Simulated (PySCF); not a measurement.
Se(OH)(SiH3) (H4OSeSi), SMILES O[Se][SiH3]. Coordinates come from a r2SCAN-D4/def2-SVP optimisation. One conformer was computed; it need not be the lowest.

The numbers are results of r2SCAN-D4/def2-SVP in PySCF 2.14.0, not measurements.

Harmonic wavenumbers (cm⁻¹): 137, 153, 328, 386, 576, 588, 624, 892, 913, 952, 1113, 2214, 2227, 2238, 3786. Rotational constants (GHz): 9.673, 3.587, 2.723; symmetry number 1.

Problem. Work out the zero-point energy and the ideal-gas rigid-rotor harmonic-oscillator thermochemistry at 298.15 K and 1 atm.

Solution. ZPE = ½ Σ hcν = ½ × 17129 cm⁻¹ = 102.45 kJ/mol. H − E(el) = 119.40 kJ/mol. Entropy in J/(mol K): translation 169.17, rotation 107.25, vibration 40.10, total 316.52. G − E(el) = 25.03 kJ/mol. Cp = 82.49 J/(mol K). Modes under 150 cm⁻¹ make the vibrational entropy uncertain.
